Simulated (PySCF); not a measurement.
PySCF job for C₃H₈OSi, SMILES [SiH]1(CCC1)O, PBE/pcSseg-1. Geometry optimised at PBE-D3(BJ)/def2-SVP. Other conformers were not sampled.

```python
import numpy as np
from pyscf import gto, scf, dft
from pyscf.prop.nmr import rks as nmr

mol = gto.M(
    atom='''
    O     1.90974449    0.82053525   -0.28551720
    Si    0.52719479    0.15518607    0.41062176
    C    -1.14990126    0.86030824   -0.11262597
    C    -1.64496463   -0.62307553   -0.14236473
    C    -0.29309697   -1.38145771   -0.34799081
    H     2.70606292    0.80748065    0.27115529
    H     0.72517279    0.05286507    1.90631612
    H    -1.72217255    1.56987439    0.51529174
    H    -1.08262647    1.27502004   -1.14074477
    H    -2.08729334   -0.89480592    0.83930061
    H    -2.41692892   -0.83718666   -0.91177569
    H    -0.04274851   -1.45486714   -1.42756330
    H    -0.21037190   -2.38991750    0.10134212
    ''',
    basis='pcSseg-1',
    charge=0,
    spin=0,
    max_memory=1600,
    verbose=3,
)
mf = dft.RKS(mol, xc='pbe')
mf.grids.level = 3
mf.conv_tol = 1e-10
mf.max_cycle = 100
mf.kernel()
n = nmr.NMR(mf)
n.verbose = 2
n.max_cycle_cphf = 60
sigma = n.kernel()
print('atom   isotropic/ppm   span/ppm')
for i, s in enumerate(sigma):
    w = np.linalg.eigvalsh((s + s.T) / 2)
    print(f'{mol.atom_symbol(i):2s}{i + 1:3d} {w.mean():14.3f} {w[2] - w[0]:11.3f}')
```

Log of the run:

```
converged SCF energy = -483.450864489626
atom   isotropic/ppm   span/ppm
O   1        270.172      51.475
Si  2        327.431      81.436
C   3        154.086      60.062
C   4        162.550      19.204
C   5        152.444      56.821
H   6         29.051      20.026
H   7         25.553       7.986
H   8         29.537      11.101
H   9         29.414       7.046
H  10         29.592       9.246
H  11         28.885      11.229
H  12         29.494       7.056
H  13         29.595      10.888
```

The run converged.

Cost: around 40 core-seconds (rough).
